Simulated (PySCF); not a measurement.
Question: Give a PBE0-D3(BJ)/def2-SVP geometry of InChI=1S/H6OSeSi2/c2-4-1-3/h2H,4H2,3H3.

Answer: 
```xyz
10
H6OSeSi2 angstrom
Si    -1.6620   -0.4539   -0.2583
O     -0.5132    0.7265   -0.0046
Si     1.0459    0.8849    0.5238
Se     2.2535   -1.0212    0.2049
H     -2.8458    0.2042   -0.8762
H     -2.0559   -1.0840    1.0371
H     -1.1346   -1.5048   -1.1776
H      1.6526    2.0279   -0.2072
H      1.0911    1.0946    1.9980
H      2.2188   -0.8954   -1.2603
```

Orientation and origin are arbitrary. Atoms count from 1 in this order. O2 (siloxane oxygen) is bent (angle 140.0°). Si3 (oxygen-bound silicon) is distorted tetrahedral (angles from 103.9° to 112.0°). Si1 (oxygen-bound silicon) is tetrahedral (angles from 107.3° to 110.4°).

Bonds between heavy atoms (Å): Si1–O2 1.667, O2–Si3 1.654, Si3–Se4 2.279.

Computed with PBE0-D3(BJ)/def2-SVP geometry optimisation, gas phase in PySCF 2.14.0.

Point group: C1 (no symmetry element, even within 0.4 Å). No PBE0-D3(BJ)/def2-SVP frequencies stand behind this structure, so it isn't proved a minimum. The numbers are those of one conformer (Si1–O2–Si3–Se4 26°, O2–Si3–Se4–H 68°).
